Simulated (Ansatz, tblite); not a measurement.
Cost and result up the ladder for [WS4]2- (WS4²⁻) (5 atoms). The state is a singlet with charge -2. Geometry: PBE0-D4/def2-SVPD.

```csv
atom,x (Å),y (Å),z (Å)
W1,0.0000,0.0000,0.0000
S2,0.2827,1.2791,1.7904
S3,-1.7515,0.7211,-1.1553
S4,-0.3463,-2.0969,0.6370
S5,1.8151,0.0967,-1.2721
```

Ansatz on 2 threads of Intel Xeon Platinum 8375C on a shared host; xTB runs through tblite on one thread. Times are rough, summed over both states, and most runs start from the orbitals of an earlier one. PBE0-D4/def2-TZVPD serves as the yardstick here, not as an exact answer. The other state is a triplet.

In the def2 sets W takes a core potential; there is no spin–orbit coupling. The xTB rows come from tblite. A multiply charged anion in the gas phase is held together partly by the finite basis. Removing one electron lowers the energy by 0.33 eV at PBE0-D4/def2-TZVPD, so it isn't bound.

xTB has no spin-polarisation term.

```csv
level,functions,wall time,vertical triplet (eV),difference from PBE0-D4/def2-TZVPD (eV),remarks
GFN1-xTB,45,0.029 s,3.08,0.59,–
GFN2-xTB,45,0.056 s,2.11,-0.38,–
r2SCAN-D4/def2-TZVPD,227,61 s,2.49,0.01,"HOMO above zero (singlet), HOMO above zero (triplet)"
PBE0-D4/def2-TZVPD (with forces),227,62 s,2.49,0.00,"HOMO above zero (singlet), HOMO above zero (triplet)"
```
